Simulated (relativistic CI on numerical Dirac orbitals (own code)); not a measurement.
# Ca V: calculation against measurement

Method of calculation: Dirac-Coulomb-Breit CI, separate exchange-only KLI orbitals for each configuration, model QED (radiative potential, 1s self-energy scaled to tabulated hydrogen-like ionisation energies), valence Slater integrals scaled by 0.85, P86 correlation estimate, and configurations built on the next ion tied to the tabulated ionisation energy (semi-empirical) (own radial code, finite nucleus).

Configuration list (outside the closed core [Ne]): 3s2.3p4, 3s2.3p3.3d, 3s2.3p3.4s, 3s2.3p3.4p, 3s2.3p3.4d, 3s2.3p3.5s, 3s2.3p3.4f, 3s.3p5, 3p6, 3s2.3p2.3d2, 3s.3p4.3d, 3p4.3d2, 3p5.3d, 3s.3p3.3d2, 3s2.3p3.5p, 3s.3p4.4s, 3s2.3p3.5d, 3s2.3p3.5f, 3s2.3p3.5g, 3s.3p4.4p, 3s2.3p2.3d.4s, 3s.3p4.4d, 3s.3p4.4f, 3s.3p4.5s. Levels of other configurations are missing.

| Configuration | Term (tabulated) | J | Measured (cm⁻¹) | Computed | Error | Purity (%) |
| --- | --- | --- | --- | --- | --- | --- |
| 3s2.3p4 | 3P | 2 | 0.0 | 0 | 0 | 96 |
| 3s2.3p4 | 3P | 1 | 2404.7 | 2393 | -12 | 97 |
| 3s2.3p4 | 3P | 0 | 3275.6 | 3241 | -35 | 96 |
| 3s2.3p4 | 1D | 2 | 18830.3 | 18150 | -680 | 96 |
| 3s2.3p4 | 1S | 0 | 43836.5 | 40963 | -2873 | 95 |
| 3s.3p5 | 3P° | 1 | 156760.2 | 160833 | 4073 | 76 |
| 3s.3p5 | 3P° | 0 | 157900.5 | 161963 | 4062 | 76 |
| 3s2.3p3.3d | 3P° † | 2 | 298214.0 | 258141 | -40073 | 96 |
| 3s2.3p3.4s | 3D° | 2 | 369696.0 | 372668 | 2972 | 98 |
| 3s2.3p3.4s | 3D° | 3 | 369959.0 | 372921 | 2962 | 99 |
| 3s2.3p3.4s | 1D° | 2 | 374728.0 | 378034 | 3306 | 97 |
| 3s2.3p3.4s | 3P° | 0 | 387039.0 | 390843 | 3804 | 99 |
| 3s2.3p3.4s | 3P° | 1 | 387226.0 | 391034 | 3808 | 98 |
| 3s2.3p3.4s | 3P° | 2 | 387652.0 | 391482 | 3830 | 96 |
| 3s2.3p3.4s | 1P° | 1 | 392283.0 | 396458 | 4175 | 97 |
| 3s2.3p3.5s | 3S° | 1 | 501127.0 | 503188 | 2061 | 87 |
| 3s2.3p3.5s | 3D° | 2 | 524770.0 | 526589 | 1819 | 96 |
| 3s2.3p3.5s | 3D° | 3 | 525053.0 | 526864 | 1811 | 99 |
| 3s2.3p3.5s | 1D° | 2 | 526528.0 | 528629 | 2101 | 97 |
| 3s2.3p3.5s | 3P° | 1 | 542249.0 | 545004 | 2755 | 97 |
| 3s2.3p3.5s | 3P° | 2 | 542650.0 | 545443 | 2793 | 96 |

Measured levels from Sugar and Corliss, J. Phys. Chem. Ref. Data 8, 865 (1979); pairs were made by configuration, J and term (by order where the table uses no LS term), so strongly mixed levels may be paired wrongly.

Mean error by configuration (cm⁻¹): 3s2.3p4 -900; 3s.3p5 4067; 3s2.3p3.4s 3551; 3s2.3p3.5s 2223. Over the excited levels the mean absolute error is 2628 cm⁻¹ (20 of the 27 excited levels that our extract of the source holds in range could be paired, and the others can miss by more), and the median relative error of those above 1,000 cm⁻¹ is 0.88 %. † marks terms whose computed intervals miss the measured ones by more than a factor of 2.5, or configurations far off the rest, from wrong mixing, a near crossing or a doubtful label or measurement; they are left out of the means.
